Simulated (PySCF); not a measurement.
## Variants of one PySCF input: BeS

Base input, run as `OMP_NUM_THREADS=1 python input.py` with PySCF 2.14:

```python
from pyscf import gto, dft, tdscf

mol = gto.M(
    atom='Be 0 0 0; S 0 0 1.809',
    basis='lanl2dz',
    ecp={'S': 'lanl2dz'},
    charge=0,
    spin=0,
    verbose=3,
)
mf = dft.RKS(mol, xc='wb97x')
mf.kernel()
td = tdscf.TDA(mf)
td.nstates = 5
td.kernel()
td.analyze(verbose=3)
mf.dip_moment()
print('orbital energies (hartree):', mf.mo_energy[..., max(0, mol.nelec[1]-3):mol.nelec[0]+3].round(4))
```

Base result: E(SCF) = -24.794727 Eh, μz(SCF) = -6.13 D, first singlet excitations without spin–orbit coupling 1.67, 1.67, 3.79, 4.58, 4.79 eV. Stability towards an unrestricted solution was not tested. The bond length is a typed value, not an optimised one.

It ran on Arm Neoverse V2 (1 thread, shared host) in 1.7 s, peak memory 0.16 GiB.

Each row names what differs from the base; energies in brackets are changes from the base.

| change | result | wall time (s) |
| --- | --- | --- |
| step after the SCF: tda → stability | E(SCF) = -24.794727 Eh (+0.0000 eV), μz(SCF) = -6.13 D, internal stable; real -> complex stable; RHF/RKS -> UHF/UKS stable | 2.2 |
| basis set: lanl2dz → cc-pvdz-dk; core potential: on → off; spin-free X2C: off → on | E(SCF) = -413.975394 Eh, μz(SCF) = -5.81 D, first singlet excitations without spin–orbit coupling 1.45, 1.45, 3.75, 4.52, 4.64 eV | 3.9 |
| geometry: bond 1.809 → bond 1.755 | E(SCF) = -24.795121 Eh (-0.0107 eV), μz(SCF) = -5.97 D, first singlet excitations without spin–orbit coupling 1.86, 1.86, 3.92, 4.82, 5.03 eV | 1.6 |
| geometry: bond 1.809 → bond 2.713 [stretched restricted solution, likely unstable] | E(SCF) = -24.684941 Eh (+2.9874 eV), μz(SCF) = -5.67 D, first singlet excitations without spin–orbit coupling 3.13, 3.87, 3.92, 3.92, 5.22 eV | 1.9 |
| electric field along z (a.u.): none → -0.01 | E(SCF) = -24.821449 Eh (-0.7272 eV), μz(SCF) = -7.43 D, first singlet excitations without spin–orbit coupling 2.22, 2.22, 4.35, 4.91, 5.08 eV | 1.6 |
| charge: 0 → 1; spin (2S): 0 → 1; SCF type: RKS → UKS [another spin of the ion may lie lower] | E(SCF) = -24.456143 Eh (+9.2133 eV), ⟨S²⟩ = 0.753, first excitations without spin–orbit coupling 1.84, 2.99, 3.63, 4.67, 7.09 eV | 2.8 |
| spin-free X2C: off → on [unsound on purpose] | stops with NotImplementedError | 0.53 |
| step after the SCF: tda → eomee; SCF type: RKS → RHF; functional: wb97x → none (Hartree–Fock); frozen orbitals: default → 0; number of roots: 5 → 8 | E(SCF) = -24.482587 Eh, E(CCSD) − E(SCF) = -0.08705 Eh, μz(SCF) = -6.73 D, excitation roots 0.708, 0.708, 0.708, 0.708, 0.708, 0.708, 0.942, 0.942 eV | 0.93 |
| basis set: lanl2dz → cc-pcvdz; core potential: on → off | E(SCF) = -412.885056 Eh, μz(SCF) = -5.87 D, first singlet excitations without spin–orbit coupling 1.48, 1.48, 3.76, 4.52, 4.64 eV | 7.2 |
| functional: wb97x → r2scan | E(SCF) = -24.800919 Eh, μz(SCF) = -5.33 D, first singlet excitations without spin–orbit coupling 1.48, 1.48, 3.75, 4.89, 4.89 eV | 2.2 |
| functional: wb97x → m062x | E(SCF) = -24.763408 Eh, μz(SCF) = -5.62 D, first singlet excitations without spin–orbit coupling 1.20, 1.20, 3.42, 4.19, 4.74 eV | 2.6 |
| point-group symmetry: off → on | E(SCF) = -24.794727 Eh (+0.0000 eV), μz(SCF) = -6.13 D, first singlet excitations without spin–orbit coupling 1.67, 1.67, 3.79, 4.58, 4.79 eV | 1.6 |
| basis set: lanl2dz → cc-pvdz; core potential: on → off | E(SCF) = -412.882272 Eh, μz(SCF) = -5.84 D, first singlet excitations without spin–orbit coupling 1.46, 1.46, 3.75, 4.52, 4.64 eV | 3.9 |
| density fitting: none → def2-universal-jkfit | E(SCF) = -24.794734 Eh (-0.0002 eV), μz(SCF) = -6.13 D, first singlet excitations without spin–orbit coupling 1.67, 1.67, 3.79, 4.58, 4.79 eV | 1.6 |
| basis set: lanl2dz → aug-cc-pvdz; core potential: on → off | E(SCF) = -412.885879 Eh, μz(SCF) = -6.30 D, first singlet excitations without spin–orbit coupling 1.50, 1.50, 3.77, 4.48, 4.58 eV | 10 |
| functional: wb97x → pw6b95 | E(SCF) = -24.825044 Eh, μz(SCF) = -5.28 D, first singlet excitations without spin–orbit coupling 1.17, 1.17, 3.38, 4.41, 4.62 eV | 2.5 |
| basis set: lanl2dz → 6-31+g*; core potential: on → off | E(SCF) = -412.860519 Eh, μz(SCF) = -6.31 D, first singlet excitations without spin–orbit coupling 1.55, 1.55, 3.78, 4.49, 4.61 eV | 6.3 |
| step after the SCF: tda → ccsd; SCF type: RKS → RHF; functional: wb97x → none (Hartree–Fock); frozen orbitals: default → 0 | E(SCF) = -24.482587 Eh, E(CCSD) − E(SCF) = -0.08705 Eh, μz(SCF) = -6.73 D | 0.63 |
| functional: wb97x → b3lyp5 | E(SCF) = -24.777447 Eh, μz(SCF) = -5.21 D, first singlet excitations without spin–orbit coupling 1.11, 1.11, 3.35, 4.45, 4.55 eV | 1.4 |
| step after the SCF: tda → eomea; SCF type: RKS → RHF; functional: wb97x → none (Hartree–Fock); frozen orbitals: default → 0 [positive roots are unbound] | E(SCF) = -24.482587 Eh, E(CCSD) − E(SCF) = -0.08705 Eh, μz(SCF) = -6.73 D, attachment roots -2.029, 1.776, 1.776, 3.137, 3.137 eV | 0.71 |
| basis set: lanl2dz → def2-svp; core potential: on → off | E(SCF) = -412.736576 Eh, μz(SCF) = -5.78 D, first singlet excitations without spin–orbit coupling 1.59, 1.59, 3.77, 4.51, 4.66 eV | 3 |
| basis set: lanl2dz → sbkjc [with its own core potential] | E(SCF) = -11.149253 Eh, μz(SCF) = -6.08 D, first singlet excitations without spin–orbit coupling 1.48, 1.48, 3.66, 4.51, 4.71 eV | 1.4 |
| geometry: bond 1.809 → bond 0 [unsound on purpose] | stops with RuntimeError (Ill geometry) | 0.6 |
| geometry: bond 1.809 → bond 2.026 | E(SCF) = -24.774331 Eh (+0.5550 eV), μz(SCF) = -6.59 D, first singlet excitations without spin–orbit coupling 0.99, 0.99, 3.28, 3.82, 4.02 eV | 1.6 |

**Question.** Order these changes by how far they move the SCF energy from the base, largest first: (1) electric field along z (a.u.): none → -0.01; (2) geometry: bond 1.809 → bond 1.755; (3) geometry: bond 1.809 → bond 2.026; (4) geometry: bond 1.809 → bond 2.713.

**Answer.** (4) +2.9874 eV, (1) -0.7272 eV, (3) +0.5550 eV, (2) -0.0107 eV.
